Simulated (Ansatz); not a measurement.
Mulliken charges of `[Cl][Ge]([Cl])[I]` radical from PBE/def2-TZVPP in Ansatz (PBE0-D4/def2-TZVP geometry).

```tsv
atom	x (Å)	y (Å)	z (Å)	charge (e)
Cl1	0.454	0.454	1.959	-0.226
Ge2	-0.384	-0.407	0.171	0.582
Cl3	1.193	-1.524	-0.782	-0.226
I4	-1.208	1.417	-1.368	-0.130
```

Problem. By hand: the dipole of these point charges (1 e Å = 4.8032 D).

Solution. Σ q r = (-0.439, -0.179, 0.011) e Å, of length 0.474 e Å = 2.28 D.

Problem. How does the dipole of the full density compare? (Estimate.)

Solution. Ansatz gave: (-0.219, -0.009, -0.052) e Å, 1.08 D; the point charges give 2.11 times that, at 25° from its direction.

Point charges leave out the atoms' own dipoles, such as those of lone pairs, and Mulliken's split depends on the basis, so the two needn't agree.
